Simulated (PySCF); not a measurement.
Calculated NMR parameters of CO[C@H]1C[C@@H](B(O)O)C1

| Item | Value |
| --- | --- |
| Formula | C5H11BO3 |
| SMILES | CO[C@H]1C[C@@H](B(O)O)C1 |
| InChI | InChI=1S/C5H11BO3/c1-9-5-2-4(3-5)6(7)8/h4-5,7-8H,2-3H2,1H3/t4-,5+ |
| Point group of the computed structure | C1 |
| Carbon signals | 4 |
| Proton signals | 6 |

Bonds (- single, = double, # triple, : aromatic): C1-O2, O2-C3, C3-C4, C4-C5, C5-B6, B6-O7, B6-O8, C5-C9, C9-C3. C1 carries H10, H11, H12; C3 carries H13; C4 carries H14, H15; C5 carries H16; O7 carries H17; O8 carries H18; C9 carries H19, H20. Stereochemistry as in CO[C@H]1C[C@@H](B(O)O)C1. H14, H19 are cis to O2 on the ring; H15, H20 are trans to O2 on the ring.

Fast rotation and ring inversion assumed for equivalent nuclei, non-relativistic, in vacuum, one computed conformer. Coordinates at the PBE0-D3(BJ)/def2-SVP level; shielding tensors at KT2/pcSseg-1 (GIAO); PySCF 2.14.

Chemical shifts δ = σref − σ; TMS for 1H, 13C; 11B vs BF3·OEt2; 17O vs H2O, all at this level.

| carbon | δC, type | δH (multiplicity) | HMBC from (2–3 bonds) | span of the C tensor (ppm) |
| --- | --- | --- | --- | --- |
| C1 | 55.3, CH3 | 3.19 (s) | H13 | 88 |
| C3 | 76.1, CH | 3.60 (m) | H10/H11/H12, H15/H20, H14/H19, H16 | 76 |
| C4/C9 | 35.1, CH2 | H14 1.68 (m); H15 2.24 (m) | H13, H15/H20, H14/H19, H16 | 38 |
| C5 | 12.4, CH | 1.23 (m) | H13, H15/H20, H14/H19 | 23 |

Other nuclei:
```
  atoms  nucleus                        environment  δ (ppm)  σ (ppm)
H17/H18       1H  hydrogen on an oxygen bonded to B     3.50    27.67
     B6      11B             boron bonded to C, 2 O     28.5     71.4
  O7/O8      17O              oxygen bonded to B, H    121.3    209.3
     O2      17O                       ether oxygen     66.9    263.8
```

- δC 76.1: sp3 CH bonded to O; the inductive effect lowers its shielding.
- δC 55.3: methyl carbon bonded to O; pulled downfield by the heteroatom.
- δC 35.1: sp3 CH2 in a ring; aliphatic region, no heteroatom directly attached.
- δH 3.60: hydrogen on an sp3 CH bonded to O; its carbon carries O, which withdraws density.
- δH 3.50: hydrogen on an oxygen bonded to B; exchangeable; this is the value without hydrogen bonding to other molecules.

OH and NH positions are those of a molecule without intermolecular hydrogen bonds; in solution they move with solvent, concentration and temperature, and exchange usually removes their couplings. A carbon bonded to boron is broadened by the quadrupolar boron nucleus and is often missing from a measured spectrum. Shifts are as computed. Against solution values, carbons near 30 ppm lie about +2 ppm off and those near 130 ppm about -5 ppm. Of 1309 compounds with measured shifts, 239 miss one by over three times the rms of a fit or turn the order of signals round; such compounds aren't used in these exercises. Experimental scales use liquid or dissolved standards, which lie at an offset from isolated H2O (liquid H2O: subtract about 36 ppm). Multiplicities follow the n + 1 count of equivalent neighbours, as no J values were calculated; m marks all less simple cases, F and P coupling included.
